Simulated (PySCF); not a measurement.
Species: C₅H₇O₂S (doublet state).
Numbering: `[CH2:1]=[C:2][CH2:3][S:4](=[O:5])(=[O:6])[CH:7]=[CH2:8]` (hydrogens: H9, H10 on C1; H11, H12 on C3; H13 on C7; H14, H15 on C8)

Structure used (GFN2-xTB), in Å, numbered top down from 1:
```xyz
15
C5H7O2S angstrom
C     -2.9824   -0.3387    0.1501
C     -1.9114   -1.0570    0.1551
C     -0.5412   -1.1562   -0.0792
S      0.1448    0.5530   -0.7473
O     -0.3738    0.7446   -2.0768
O     -0.1397    1.5630    0.2380
C      1.9418    0.3458   -0.8622
C      2.7037    0.7726    0.1209
H     -3.9451   -0.7225    0.4522
H     -2.9739    0.7052   -0.1588
H     -0.2723   -1.8414   -0.8786
H      0.0557   -1.3167    0.8150
H      2.2610   -0.1873   -1.7392
H      3.7734    0.6362    0.1408
H      2.2550    1.3073    0.9423
```

The hyperfine couplings belong to this conformer and change with its torsions.

The calculation used UKS B3LYP, pcH-1 on C H O S, non-relativistic, mean-field spin-orbit, GIAO (PySCF 2.14.0). Isolated species at its GFN2-xTB geometry (one conformer only). A GFN2-xTB geometry isn't a minimum of the functional, and hyperfine couplings can be far from their values at a DFT geometry. Stability of the SCF solution: not tested.

(1) What is the g tensor, term by term?

(2) What effective moment and Curie constant follow for a powder?

(3) At 9.417 GHz, how far is the centre of the isotropic spectrum from where a free electron (g = 2.002319) resonates?

(4) In a frozen sample, at which fields do the three g values resonate at 9.5, 34, 94 and 263 GHz (hyperfine left aside), and which band first spreads them over more than twice a line width of 0.3 mT?

Answers

(1) 
```
                    Δg (ppm)     1     2     3
relativistic mass correction  -184  -184  -184
            gauge correction    14    28    -4
   orbital Zeeman/spin–orbit   -72   620   767
                       total  -241   463   579
```

So g = 2.00208, 2.00278, 2.00290 and g_iso = 2.00259; the tensor is close to axial: the two nearest values differ by 14 % of g3 − g1. Axes: g1 points within 9° of the C3–S4 bond and g2 points within 14° of the C1–C2 bond.

(2) With the mean of g² = 4.0104 and S(S+1) = 0.75: μ_eff = √(⟨g²⟩S(S+1)) = 1.734 μB and χT = 0.12505·⟨g²⟩·S(S+1) = 0.376 cm³ K/mol (cgs; spin-Hamiltonian part alone).

(3) B = hν/(g μB) with μB/h = 13.99624 MHz/mT gives 336.02 mT for the free electron and 335.98 mT at g_iso, 0.04 mT lower.

(4) 
| band | GHz | B(g3) mT | B(g2) mT | B(g1) mT | spread mT |
| --- | --- | --- | --- | --- | --- |
| X | 9.5 | 338.89 | 338.91 | 339.02 | 0.14 |
| Q | 34.0 | 1212.85 | 1212.92 | 1213.35 | 0.50 |
| W | 94.0 | 3353.18 | 3353.38 | 3354.56 | 1.37 |
| J | 263.0 | 9381.78 | 9382.32 | 9385.63 | 3.85 |

The spread grows in proportion to the frequency. W band is the first where it exceeds 0.6 mT.

The Mulliken spin populations are largest on C2 (+0.88), C1 (-0.15), C3 (-0.11) and S4 (+0.10). C2 is the only atom above +0.15. The positive populations add up to 1.26 and the negative ones to -0.26, together 2S = 1.

The HOMO–LUMO gaps are 4.44 eV among the α and 4.78 eV among the β orbitals.
